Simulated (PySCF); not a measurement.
**Polarisability and C₆ of W⁺ (tungsten, charge +1)**

[Xe] 4f14 5d4 6s1, high-spin 6D determinant. Computed with PySCF 2.14 in aug-cc-pVTZ-PP with ECP60MDF (6s6p5d3f2g, 88 functions), with scalar relativity through the core potential. Coupled (time-dependent) response in atomic units; α is the mean over directions.

```json
{"method": "BP86", "mean α (bohr³)": "34.99", "α xx, yy, zz": "34.29, 34.29, 36.40", "C₆ (like pair)": "299.6", "S(−4)": "498.8"}
```

S(−4) is the Cauchy moment in α(ω) = α(0) + S(−4) ω² + …

Spin-orbit coupling is absent.

α(iu) at BP86:

```
u (hartree)  α(iu) (bohr³)
          0          34.99
     0.0500          33.80
      0.100          30.78
      0.200          23.39
      0.300          17.63
      0.500          11.13
      0.750          7.306
       1.00          5.279
       1.50          3.196
       2.00          2.154
       3.00          1.163
       5.00         0.4861
```

For an ion, C₆ is the dispersion term alone; charge-induced terms of lower order in 1/R come first.

The components differ because the open shell of this determinant is not spherical; for a pure term their mean is the scalar polarisability.

Energies and moments cover only the electrons outside the core potential. Spin-orbit coupling, absent here, splits the open shell strongly.
